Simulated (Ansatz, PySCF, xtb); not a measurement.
Energy difference R1 + R2 → P1 + P2, each structure at its B3LYP-D3(BJ)/def2-TZVP stationary point, reached from a drawn start (curvature not checked).
R1: H2O2 (SMILES OO), charge 0, multiplicity 1.
P1, H2O (SMILES O) (charge 0, multiplicity 1, Z-matrix in Å and degrees):
```
O
H 1 0.9627
H 1 0.9627 2 105.24
```
P2: O4Ru (SMILES [O]=[Ru](=[O])(=[O])=[O]), charge 0, multiplicity 1.
R2, O3Ru (SMILES [O]=[Ru](=[O])=[O]) (charge 0, multiplicity 1):
```xyz
4

Ru     0.000     0.000     0.000
O      1.674     0.000     0.000
O     -0.837     1.450     0.000
O     -0.837    -1.450     0.000
```

P less R. No zero-point or thermal terms; singlets are restricted closed shells; no spin–orbit coupling. The spin states of the d-block species are the ones drawn and need not be the lowest.

The values were computed with Ansatz (Gaussian orbitals); PySCF for the D3/D4 terms; xtb for the GFN methods. No computed number here is a measurement. Elements past Kr take the def2 small-core potentials, without spin–orbit coupling.

**Question.** One of these levels gives -4.95 kcal/mol for the reaction energy. Name it.
(A) HF/def2-QZVPP
(B) GFN2-xTB
(C) revPBE-D3(BJ)/def2-TZVPP
(D) B3LYP/def2-TZVPP

**Answer.** B, GFN2-xTB. The others give 4.63 (HF/def2-QZVPP), -71.62 (revPBE-D3(BJ)/def2-TZVPP), -54.12 (B3LYP/def2-TZVPP)

Ansatz is a quantum-chemistry and plane-wave program.
